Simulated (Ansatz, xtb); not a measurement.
**A geometry optimisation of C3H8AlBr with r2SCAN-D4/def2-SVP**

The starting geometry of this gas-phase singlet was built from a drawn formula by distance geometry and a force field; its bonds are those of `[CH3][AlH][C@@H](C)Br`.

| atom | x (Å) | y (Å) | z (Å) |
| --- | --- | --- | --- |
| C | -1.9539 | 1.8108 | 1.6430 |
| C | 0.9286 | 1.7775 | -0.2980 |
| C | 0.2048 | 1.1288 | -1.5294 |
| Al | 0.0035 | 1.3202 | 1.3677 |
| Br | 0.9005 | 3.7148 | -0.5213 |
| H | -2.5432 | 0.9086 | 1.7918 |
| H | -2.0253 | 2.4559 | 2.4954 |
| H | -2.2972 | 2.3273 | 0.7560 |
| H | 0.7209 | 0.4997 | 2.4950 |
| H | 1.9478 | 1.4002 | -0.2397 |
| H | 0.2042 | 0.0662 | -1.4307 |
| H | 0.7487 | 1.4141 | -2.4940 |
| H | -0.7977 | 1.5030 | -1.6222 |

Q: Predict what becomes of its bonds when it is optimised with r2SCAN-D4/def2-SVP.

A: A new bond forms, giving a structure with Br5 bridging Al4 and C2, given below by its coordinates. Contacts that close: Al4–Br5 (3.18 → 2.60 Å).

The energy falls by 0.54 eV over 11 steps:

```csv
step,E − E(last) (eV)
1,0.541
2,0.283
3,0.199
4,0.129
5,0.054
7,0.013
8,0.003
9,0.001
10,0.000
11,0.000
```

Final geometry (Å):

| atom | x (Å) | y (Å) | z (Å) |
| --- | --- | --- | --- |
| C | -1.9171 | 1.7664 | 1.5639 |
| C | 0.8758 | 1.3770 | -0.3177 |
| C | 0.1584 | 1.1876 | -1.6248 |
| Al | 0.0215 | 1.5331 | 1.4670 |
| Br | 1.1052 | 3.4336 | 0.0641 |
| H | -2.4239 | 0.8085 | 1.7801 |
| H | -2.2027 | 2.4573 | 2.3755 |
| H | -2.3512 | 2.1600 | 0.6298 |
| H | 0.9428 | 1.2420 | 2.7279 |
| H | 1.9298 | 1.0627 | -0.3648 |
| H | 0.0711 | 0.0966 | -1.7842 |
| H | 0.6946 | 1.6035 | -2.4937 |
| H | -0.8627 | 1.5986 | -1.6096 |

From the same start GFN2-xTB reaches the same bonding as this run.

The end wasn't checked by frequencies. Run with Ansatz 0.2.0, 77 s on 2 threads of Intel(R) Xeon(R) Processor @ 2.50GHz (Skylake/Cascade Lake) (shared host).
